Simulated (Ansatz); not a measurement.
CH$_{4}$ClFSi, SMILES `FC([SiH3])Cl`, relaxed with RKS PBE-D4/def2-SVP in Ansatz 0.2.0 from a rough embedded geometry. The force threshold is 0.03 eV/Å; the program also tests the step.

Charge 0, multiplicity 1.

Start:

```xyz
8

F    -0.315    1.174   -1.410
C    -0.712    0.233   -0.587
Si    0.702   -0.228    0.449
Cl   -2.025    0.769    0.435
H    -1.117   -0.609   -1.164
H     1.834   -0.798   -0.386
H     0.366   -1.372    1.410
H     1.266    0.829    1.253
```

```tsv
step	energy (eV)	largest force (eV/Å)	largest move (Å)
1	-24195.8320	3.066	0.000
2	-24196.1407	0.961	0.082
3	-24196.2059	0.168	0.051
4	-24196.2081	0.065	0.017
5	-24196.2083	0.032	0.006
6	-24196.2084	0.003	0.007
```

End:

```xyz
8

F    -0.328    1.205   -1.475
C    -0.711    0.214   -0.603
Si    0.780   -0.309    0.496
Cl   -2.034    0.816    0.482
H    -1.164   -0.616   -1.187
H     1.889   -0.791   -0.398
H     0.342   -1.413    1.413
H     1.224    0.894    1.271
```

Run time 9.1 s (2 threads of an AMD EPYC 7B13 on a shared host); peak host memory 0.16 GiB.
